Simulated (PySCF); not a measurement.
## Ga: ionisation energy

Ga [Ar] 3d10 4s2 4p1 (2P) → Ga⁺ [Ar] 3d10 4s2 (1S), as a difference of total energies. Calculation: PySCF 2.14, in def2-QZVPPD (12s7p5d4f1g, 95 functions); no relativity, point nucleus. Correlated levels: valence: [Ar] 3d10 frozen. The calculations carry no spin-orbit coupling.

```
           method  ionisation energy (eV)  plus first-order spin-orbit estimate  difference from reference of that sum (eV)
              UHF                   5.571                                 5.629                                      -0.370
    MP2 (valence)                   5.797                                 5.855                                      -0.144
SCS-MP2 (valence)                   5.781                                 5.839                                      -0.160
   CCSD (valence)                   5.848                                 5.906                                      -0.093
CCSD(T) (valence)                   5.874                                 5.933                                      -0.066
```

Reference: 5.999 eV (measured; NIST Atomic Spectra Database, ionization energies).

A first-order spin-orbit estimate (lowest level to lowest level, LS coupling) adds 0.059 eV.

These non-relativistic numbers lack the scalar-relativistic shift.

Errors of the correlated levels include the incompleteness of this basis and the frozen core.
